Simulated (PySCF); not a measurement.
C3H8OSi, SMILES C[SiH2]CC=O.

Geometry optimised at PBE-D3(BJ)/def2-SVP. This is a generated structure with no PubChem entry under its InChIKey; it may be hypothetical. The values are those of a single conformer.

All values below come from PBE-D3(BJ)/def2-SVP (PySCF 2.14.0).

Frequencies are harmonic and unscaled.

Problem. Estimate the vibrational spectrum. (The exact figures need the calculation; the answer reports its results.)

Solution. 
| mode | ν (cm⁻¹) | IR (km/mol) | moving atoms (share of kinetic energy) |
|---|---|---|---|
| 1 | 70 | 0.0 | H 54 %, C 42 % |
| 2 | 87 | 0.7 | O 34 %, H 29 %, C 20 %, Si 17 % |
| 3 | 129 | 5.2 | O 36 %, C 26 %, Si 21 %, H 18 % |
| 4 | 166 | 0.1 | H 95 % |
| 5 | 201 | 3.6 | C 34 %, Si 23 %, O 23 %, H 20 % |
| 6 | 422 | 1.4 | H 93 % |
| 7 | 529 | 5.4 | H 89 %, C 9 % |
| 8 | 565 | 10.1 | C 55 %, Si 20 %, H 14 %, O 10 % |
| 9 | 637 | 13.9 | H 66 %, C 27 % |
| 10 | 694 | 30.7 | C 45 %, Si 34 %, H 21 % |
| 11 | 702 | 20.7 | H 79 %, C 15 % |
| 12 | 787 | 16.2 | C 49 %, H 33 %, O 10 % |
| 13 | 856 | 27.4 | H 79 %, C 17 % |
| 14 | 862 | 194.6 | H 76 %, C 12 %, Si 11 % |
| 15 | 894 | 19.1 | H 76 %, C 20 % |
| 16 | 897 | 0.3 | H 60 %, C 36 % |
| 17 | 909 | 61.4 | H 95 % |
| 18 | 1132 | 2.0 | H 69 %, C 29 % |
| 19 | 1201 | 79.2 | C 60 %, H 38 % |
| 20 | 1219 | 13.9 | H 79 %, C 21 % |
| 21 | 1318 | 28.8 | H 92 % |
| 22 | 1358 | 14.6 | H 83 %, C 10 % |
| 23 | 1386 | 2.8 | H 96 % |
| 24 | 1388 | 4.6 | H 96 % |
| 25 | 1776 | 135.0 | C 60 %, O 38 % |
| 26 | 2170 | 75.9 | H 98 % |
| 27 | 2177 | 115.8 | H 96 % |
| 28 | 2777 | 178.5 | H 92 % |
| 29 | 2960 | 4.0 | H 94 % |
| 30 | 2976 | 3.5 | H 97 % |
| 31 | 3002 | 0.6 | H 91 %, C 9 % |
| 32 | 3074 | 4.6 | H 91 %, C 9 % |
| 33 | 3077 | 3.3 | H 91 %, C 9 % |
